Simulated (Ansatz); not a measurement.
Geometry optimisation, RKS PBE0/STO-3G in Ansatz.

Input:

```yaml
crystal:
  periodic: [false, false, false]
  atoms:
    - { symbol: F, position_ang: [-1.1739, 0.8084, 1.7667] }
    - { symbol: Si, position_ang: [-0.9271, 1.7965, 0.4931] }
    - { symbol: O, position_ang: [0.1953, 1.0724, -0.479] }
    - { symbol: P, position_ang: [-0.2015, -0.2916, -1.1721] }
    - { symbol: Si, position_ang: [0.8406, -1.8376, 0.0165] }
    - { symbol: H, position_ang: [-2.1842, 2.0649, -0.2554] }
    - { symbol: H, position_ang: [-0.3697, 3.0965, 0.996] }
    - { symbol: H, position_ang: [0.6429, -0.2881, -2.2829] }
    - { symbol: H, position_ang: [2.23688, -1.5257, 0.1427] }
    - { symbol: H, position_ang: [0.69752, -3.20386, -0.63538] }
    - { symbol: H, position_ang: [0.19391, -1.89254, 1.34401] }
basis:
  gaussian: { orbitals: STO-3G }
hamiltonian:
  xc: pbe0
relax:
  f_tol: 0.015
  max_steps: 40
```

Launched with:

```bash
$ ansatz run input.yaml --threads 1 --pin off --max-ram 2048MiB --backend cpu --events-out ev --progress --plain --runs-dir out
```

Question: Where does it end, and by what steps?

Answer: It converged. Limits of this set-up: minimal basis. After 17 steps the energy has fallen by 0.770 eV; F1 moved furthest, 0.59 Å.

```tsv
step	energy less start (eV)	largest force component (eV/Å)	accepted
0	0.0000	5.215	yes
1	-0.4010	2.812	yes
2	-0.6885	0.877	yes
3	-0.6964	1.164	yes
4	-0.7567	0.160	yes
5	-0.7612	0.207	yes
6	-0.7650	0.062	yes
7	-0.7665	0.081	yes
8	-0.7675	0.098	yes
9	-0.7670	0.156	no
10	-0.7686	0.033	yes
11	-0.7683	0.075	no
12	-0.7691	0.030	yes
13	-0.7694	0.046	yes
14	-0.7695	0.051	yes
15	-0.7696	0.040	yes
16	-0.7696	0.025	yes
17	-0.7696	0.013	yes
```

```xyz
11
Properties=species:S:1:pos:R:3
F -1.679 1.111 1.702
Si -0.970 1.944 0.481
O 0.260 0.987 -0.213
P -0.416 -0.449 -0.951
Si 0.945 -1.951 -0.026
H -1.996 2.327 -0.474
H -0.298 3.118 0.996
H 0.374 -0.360 -2.125
H 2.317 -1.501 0.029
H 0.897 -3.168 -0.803
H 0.516 -2.258 1.317
```

Time of the run: 57 s on 1 thread of Arm Neoverse V1, with other jobs on the host, peak memory 0.15 GiB.
